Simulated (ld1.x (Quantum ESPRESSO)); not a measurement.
**What one change does to a pseudopotential (molybdenum, TM)**

* Element: Mo (Z = 42)
* Generator: ld1.x (Quantum ESPRESSO) 7.5
* Type: norm-conserving Troullier–Martins (Kleinman–Bylander form)
* Functional: PBEsol
* Relativity: scalar-relativistic
* Frozen core: [Kr]
* Valence charge: 6
* Reference configuration: 4d4 5s2 5p0
* Partial waves: 5s (bound): rc 2.80 bohr; 4d (bound): rc 2.45 bohr; 5p (bound, empty): rc 3.25 bohr
* Local potential: the p channel
* Core correction: Bessel-smoothed model core inside 2.00 bohr

Change: wave 5s (bound): rc 2.80 bohr becomes 5s (bound): rc 2.32 bohr.

Cutoffs: the cutoffs (Ry, on a coarse ladder) from which the occupation-weighted sum of valence levels, in a spherical-Bessel basis at the reference potential, stays within 10 and 1 mRy of its value at 400 Ry; they do not see the model core or the augmentation charge, which bear on the density cutoff. Errors are all-electron minus pseudo energies relative to the spin-unpolarised reference configuration.

Task: What does the change do?

Result: The potential gets neither clearly harder nor softer (35 Ry and 40 Ry → 35 Ry and 40 Ry); of the 7 tests that both files solve, the error grows in 0 and shrinks in 2 by more than 15 % and 0.3 meV (median size 176.5 → 149.3 meV); neither file shows a bound ghost.

```tsv
quantity	base	changed
cutoff, loose	35 Ry	35 Ry
cutoff, tight	40 Ry	40 Ry
bound ghosts	none	none
error for 4d5 5s1 5p0, meV [ΔE -0.18 eV]	-116	-103
error for 4d5 5s0 5p0, meV [ΔE 6.73 eV]	-176	-149
error for 4d4 5s0 5p0, meV [ΔE 22.18 eV]	-61	-55
error for 4d5 5s0 5p1, meV [ΔE 3.01 eV]	-121	-98
error for 4d2 5s0 5p0, meV [ΔE 88.38 eV]	-1084	-1157
error for 4d3 5s0 5p0, meV [ΔE 48.91 eV]	-336	-365
error for 4d5.5 5s0.5 5p0, meV [ΔE 0.11 eV]	-241	-218
s: phases at 3.56 bohr within 0.05 rad from the reference energy up to (Ry; the scan ends near 5)	0.9	0.8
p: phases at 3.56 bohr within 0.05 rad from the reference energy up to (Ry; the scan ends near 5)	1.8	1.8
d: phases at 3.56 bohr within 0.05 rad from the reference energy up to (Ry; the scan ends near 5)	0.3	0.3
```
